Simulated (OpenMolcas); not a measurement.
Multiplet structure of Rh VIII

- Program: OpenMolcas 26.06
- Method: SS-CASPT2, IPEA 0.25 Eh, imaginary shift 0.1 Eh (closed shells correlated: 4s 4p)
- Basis: ANO-RCC-VQZP [8s7p5d3f2g1h]
- Scalar Hamiltonian: DKH2, point nucleus
- Active space: 2 electrons in 10 orbitals (4d 5d)
- State averaging: 2S+1 = 3 even, 10 roots; 2S+1 = 1 even, 15 roots
- Spin-orbit coupling: state interaction with AMFI integrals over the reference wave functions, term energies averaged over their components

Spin-free terms above the lowest, with the occupations of the reference (each correlating shell added to its valence partner):

```json
{"Configuration": "4d²", "Term": "³F", "E (cm⁻¹)": "0.0", "Occupations": "4d 2.00"}
{"Configuration": "4d²", "Term": "¹D", "E (cm⁻¹)": "11700", "Occupations": "4d 2.00"}
{"Configuration": "4d²", "Term": "³P", "E (cm⁻¹)": "14150", "Occupations": "4d 2.00"}
{"Configuration": "4d²", "Term": "¹G", "E (cm⁻¹)": "19690", "Occupations": "4d 2.00"}
{"Configuration": "4d²", "Term": "¹S", "E (cm⁻¹)": "49400", "Occupations": "4d 2.00"}
```

With spin-orbit coupling, above the lowest level:

| Configuration | Term | J | E (cm⁻¹) | g | Term weight % | Second |
| --- | --- | --- | --- | --- | --- | --- |
| 4d² | ³F | 2 | 0.0 | 0.678 | 97 | 3 ¹D |
| 4d² | ³F | 3 | 3390 | 1.084 | 100 |  |
| 4d² | ³F | 4 | 6970 | 1.248 | 99 |  |
| 4d² | ¹D | 2 | 14960 | 1.123 | 71 | 26 ³P |
| 4d² | ³P | 0 | 16050 |  | 99 |  |
| 4d² | ³P | 1 | 17540 | 1.501 | 100 |  |
| 4d² | ³P | 2 | 21040 | 1.367 | 74 | 26 ¹D |
| 4d² | ¹G | 4 | 24240 | 1.003 | 99 |  |
| 4d² | ¹S | 0 | 54290 |  | 99 |  |

Spin-orbit coupling puts the lowest level 4334 cm⁻¹ below the lowest spin-free term.

A least-squares Racah fit to the terms below 60000 cm-1, each weighted by 2L + 1 and with a free common offset, gives B = 993 cm-1 and C = 3922 cm-1 (C/B = 3.95), with an rms deviation of 454 cm-1.

For ³F the intervals divided by the larger J are 1129.2, 894.4 cm-1. Landé's interval rule makes them equal in pure LS coupling; they differ by 23 % of their mean. The multiplet is regular.

Term energies are means over components that CASPT2 splits; among the terms shown or strongly mixed into the levels shown the widest spread is 800 cm-1 (4d² ¹G). Active for correlation alone: 5d; no level in the range computed is led by a configuration that fills it, so any true level of that kind is missing. Only configurations of the active space appear. The first state left out of the spin-orbit step lies near 490000 cm-1 above the lowest spin-free state of the reference (among the parities and spins computed), and the list stops at four fifths of that energy or lower.

The term weight is that of the spin-free term in the level, not the purity of its configuration.
